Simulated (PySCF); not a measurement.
H2FNSi (SMILES N[Si]F), singlet, at a GFN2-xTB geometry. Base run: PBE/def2-SVP (PySCF).

The PySCF input:
```python
from pyscf import gto, scf, dft, solvent

mol = gto.Mole()
mol.atom = '''
    Si   -0.369877    0.140385    0.529829
    F     0.843035    1.019484   -0.157088
    N    -0.275521   -1.144685   -0.585106
    H     0.383385   -1.169506   -1.352283
    H    -0.863775   -1.958449   -0.555794
'''
mol.basis = 'def2-svp'
mol.charge = 0
mol.spin = 0
mol.verbose = 4
mol.build()

mf = dft.RKS(mol)
mf.xc = 'pbe'
mf.kernel()
```

Variants of this job, named by their change:

```
change                                                          ΔE vs base (kcal/mol)  dipole (D)  HOMO-LUMO gap (eV)
--------------------------------------------------------------  ---------------------  ----------  ------------------
base                                                                            0.000        2.50                4.19
model = IEF-PCM; solvent = tetrahydrofuran; lebedev_order = 11                    [?]        3.06                4.23
model = IEF-PCM; solvent = tetrahydrofuran; r_probe = 0.5                       -1.41        2.83                4.21
model = IEF-PCM; solvent = n-hexane                                             -1.43        2.75                4.21
model = IEF-PCM; solvent = tetrahydrofuran; vdw_scale = 1.4                     -1.97        2.91                4.21
model = IEF-PCM; solvent = tetrahydrofuran; vdw_scale = 1.1                     -4.27        3.17                4.25
model = SS(V)PE; solvent = tetrahydrofuran                                      -3.19        3.06                4.23
model = COSMO; solvent = tetrahydrofuran                                        -3.16        3.05                4.23
model = IEF-PCM; solvent = dimethylsulfoxide                                    -3.89        3.20                4.24
model = IEF-PCM; solvent = 2-propanol                                           -3.70        3.16                4.24
model = IEF-PCM; solvent = methanol                                               [?]         [?]                4.24
model = IEF-PCM; solvent = tetrahydrofuran; vdw_scale = 1.0                       [?]         [?]                 [?]
```

**Question.** Complete the blanks.

**Answer.** 
- model = IEF-PCM; solvent = tetrahydrofuran; lebedev_order = 11, ΔE vs base (kcal/mol): -3.12
- model = IEF-PCM; solvent = methanol, ΔE vs base (kcal/mol): -3.83
- model = IEF-PCM; solvent = methanol, dipole (D): 3.18
- model = IEF-PCM; solvent = tetrahydrofuran; vdw_scale = 1.0, ΔE vs base (kcal/mol): -5.80
- model = IEF-PCM; solvent = tetrahydrofuran; vdw_scale = 1.0, dipole (D): 3.28
- model = IEF-PCM; solvent = tetrahydrofuran; vdw_scale = 1.0, HOMO-LUMO gap (eV): 4.27

The base is the gas phase, so ΔE is the electrostatic part of solvation at a fixed geometry, without cavity and dispersion terms.
